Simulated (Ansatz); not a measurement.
The first iterations of a band of GeH4O + H2S (9 atoms, charge 0, multiplicity 1).

Theory: Ansatz, RKS PBE0-D4/def2-SVP.

```
movable images  : 5
climbing image  : yes
spring          : 5.0 eV/Å²
optimiser       : quadratic models (default)
start path      : through a guess of the saddle point
force threshold : 0.05 eV/Å
iteration limit : 60
end points      : relaxed
```

First end point:

```xyz
9
Properties=species:S:1:pos:R:3
Ge -0.064 -0.444 -0.152
H 0.185 -0.863 1.309
H 1.235 -0.312 -0.947
O -0.800 1.196 -0.204
H -1.705 1.212 0.126
H -1.040 -1.432 -0.824
S 1.798 2.563 1.334
H 1.267 2.246 2.533
H 0.624 2.333 0.689
```

Last end point:

```xyz
9
Properties=species:S:1:pos:R:3
Ge -0.516 0.446 -0.121
H 3.105 -0.452 1.756
H 0.795 0.079 -0.822
O -1.329 1.519 -1.282
H -2.148 1.888 -0.933
H -1.394 -0.762 0.249
S -0.158 1.480 1.820
H 0.693 2.388 1.292
H 2.451 -0.087 1.904
```

| iteration | highest image above the first end (eV) | largest band force component (eV/Å) |
| --- | --- | --- |
| 1 | 4.655 | 14.160 |
| 2 | 2.671 | 4.822 |
| 3 | 2.247 | 2.422 |
| 4 | 2.132 | 1.082 |
| 5 | 2.111 | 0.874 |
| 6 | 2.053 | 0.789 |
| 7 | 1.951 | 10.948 |
| 8 | 1.639 | 5.515 |
| 9 | 1.156 | 1.833 |
| 10 | 0.807 | 0.666 |
| 11 | 0.755 | 1.288 |
| 12 | 0.699 | 0.960 |

Question: Does the band converge within its limit, and where does its top end?

Answer: It converged. It ended after 38 iterations with the highest image 1.950 eV above the first end. Beside the main top the profile has a ripple of under 15 meV (maxima at images 2, 4), which may be a very shallow well or noise. Neighbouring images differ by up to 1.9 eV, so the band resolves the path poorly. A vibrational analysis at the climbing image gives one clearly imaginary mode, 1207i cm⁻¹: a first-order saddle point. The orbitals stay closed-shell, which can raise the energy where a bond breaks towards radicals; this wasn't checked here.

Run time: 8.4 min on 2 threads of Intel(R) Xeon(R) Platinum 8259CL CPU @ 2.50GHz (Skylake/Cascade Lake), with other jobs on the host, peak memory 0.25 GiB.
